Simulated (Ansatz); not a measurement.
`[CH3][Zn][TeH]` + PH₃ → `P[TeH]` + `[CH3][ZnH]`  (ligand exchange at a Te–Zn bond)

Computed with Ansatz on PBE0-D4/def2-TZVP structures; ΔE is electronic, products minus reactants. CCSD(T)/CBS adds triple-zeta CCSD(T) − MP2 to the extrapolated MP2 energy (def2 sets, frozen cores). This one scheme is used for every species. Functionals use def2-TZVPP. def2 core potentials past Kr. For Te, Zn outer-core shells are correlated without core-valence functions, which leaves a few kJ/mol of doubt a bond. Scalar relativity is left out up to krypton.

```json
{"species": "`[CH3][Zn][TeH]`", "PBE0-D4 energy (Eh)": "-2087.69419"}
{"species": "PH₃", "PBE0-D4 energy (Eh)": "-343.01773"}
{"species": "`P[TeH]`", "PBE0-D4 energy (Eh)": "-611.07438"}
{"species": "`[CH3][ZnH]`", "PBE0-D4 energy (Eh)": "-1819.60166"}
```

(1) Work out ΔE.

Largest T1 diagnostic among the species: 0.014.

## Answers

(1) ΔE = (-611.07438) + (-1819.60166) − (-2087.69419) − (-343.01773) = 0.03588 Eh = +94.2 kJ/mol. CCSD(T)/CBS gives +102.3 kJ/mol.

From BLYP to BHLYP (50 % exact exchange), in def2-TZVPP and without D4, ΔE moves by +13.9 kJ/mol. Leaving LDA and LC-ωPBE aside and taking each functional with its dispersion term where it has one, the values, not all of them listed here, spread over 19.1 kJ/mol, from revPBE-D4 to BHLYP-D4.
